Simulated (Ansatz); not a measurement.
A geometry relaxed with PBE0-D4/def2-TZVP run with Ansatz (a program for electronic structure), charge 0, multiplicity 1:

```xyz
4

F     -0.5416     1.8402    -0.0177
In     0.0003     0.0001     0.0000
F     -1.3233    -1.3884     0.0200
F      1.8646    -0.4519    -0.0022
```

### Question
Write the SMILES of this molecule.

### Answer
`[F][In]([F])[F]`
